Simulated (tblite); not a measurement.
C₅H₁₃O₂P.
Z-matrix (Å and degrees, GFN2-xTB geometry), rows numbered from 1:
```
C 
C   1  1.5235
C   2  1.5236  1  111.86
P   3  1.8385  2  109.73  1  -172.32
C   4  1.8337  3  107.60  2   -75.57
O   4  1.4716  3  113.49  2    51.43
C   4  1.8581  3  105.19  2   171.58
O   7  1.3979  4  107.31  3   -74.72
H   1  1.0876  2  110.49  3    61.12
H   1  1.0884  2  110.60  3   -58.94
H   1  1.0873  2  110.47  3  -178.95
H   2  1.0931  1  109.48  3   121.51
H   2  1.0925  1  109.93  3  -120.50
H   3  1.0902  2  111.57  1    64.93
H   3  1.0942  2  110.22  1   -55.76
H   5  1.0883  4  107.83  3  -177.18
H   5  1.0877  4  108.32  3    65.70
H   5  1.0853  4  111.99  3   -55.91
H   7  1.0907  4  112.59  3    43.62
H   7  1.1021  4  108.69  3   164.42
H   8  0.9695  7  107.20  4   -43.77
```

Computed with GFN2-xTB (tblite): harmonic, unscaled wavenumbers at the GFN2-xTB geometry, gas phase. The method is semi-empirical: single wavenumbers can be off by several per cent or more. One conformer, not necessarily the lowest.

Harmonic wavenumbers (cm⁻¹): 53.3, 63.6, 77.8, 124.5, 140.7, 163.0, 221.5, 236.4, 248.6, 266.9, 309.5, 380.6, 429.0, 440.8, 658.7, 717.0, 732.8, 773.7, 795.0, 848.6, 851.3, 876.7, 946.5, 1000.0, 1073.1, 1082.1, 1112.4, 1113.3, 1207.2, 1212.1, 1231.8, 1253.0, 1269.5, 1310.6, 1319.9, 1340.6, 1415.6, 1420.7, 1431.5, 1437.7, 1439.5, 1489.3, 1502.0, 1503.0, 2830.8, 2940.5, 2962.6, 2976.6, 2982.1, 2984.7, 3011.0, 3016.7, 3027.8, 3037.9, 3041.4, 3042.3, 3443.8.

A = 2360, B = 1037, C = 889.7 MHz; mass 136.065 u (most abundant isotopes); point group C1, symmetry number 1.

Problem. What is the zero-point energy?

Solution. Half the sum of the wavenumbers: 38410 cm⁻¹ = 109.82 kcal/mol.

Problem. Give the ideal-gas entropy at 400 K and 1 bar in the rigid-rotor, harmonic-oscillator model (classical rotation).

Solution. Translation 42.12, rotation 30.26, vibration 46.74: S = 119.1 cal/(mol K).

Problem. And Cp and H(400 K) − H(0)?

Solution. Cp = 52.51 cal/(mol K), of which vibrations give 44.56 (their classical limit is 57 R = 113.3); H(400 K) − H(0) = 12.65 kcal/mol without the zero-point energy, 9.47 from vibrations.

Problem. Blend soft modes into free rotors: weight 1/[1 + (100 cm⁻¹/ν̃)⁴] for the oscillator and the rest for a rotor with moment μB/(μ + B), μ = h/(8π²ν), B = 10⁻⁴⁴ kg m². What vibrational entropy results?

Solution. 43.02 cal/(mol K) in place of 46.74, which changes −T·S at 400 K by +1.49 kcal/mol.

Problem. How do the functions run with temperature in this model?

Solution. 
```tsv
T (K)	S (cal/(mol K))	Cp (cal/(mol K))	H − H(0) (kcal/mol)	G − H(0) (kcal/mol)	ln q(vib)
100	72.0	21.9	1.45	-5.76	2.10
200	90.6	32.2	4.18	-13.94	5.42
300	105.5	42.3	7.90	-23.76	8.58
500	131.8	61.5	18.36	-47.55	14.54
800	165.3	80.8	39.95	-92.29	22.86
1000	184.3	89.5	57.02	-127.29	27.97
```

q(vib) and H(0) count from the zero-point level.

Problem. What must be added to the electronic energy to get the Gibbs energy at 400 K and 1 bar?

Solution. ZPE + [H(400 K) − H(0)] − T·S = 109.82 + 12.65 − 47.65 = 74.82 kcal/mol.

Problem. Which modes carry the vibrational entropy at 400 K?

Solution. 53.3 cm⁻¹: 5.27; 63.6 cm⁻¹: 4.92; 77.8 cm⁻¹: 4.52; 124.5 cm⁻¹: 3.60; 140.7 cm⁻¹: 3.36; 163.0 cm⁻¹: 3.08 cal/(mol K); the other 51 give 21.98 together.

Hindered rotation and anharmonicity are outside this model. Other conformers, if any are populated, would add a mixing term that is left out. The structure is chiral; the term R ln 2 for an equal mix with its mirror image is left out.
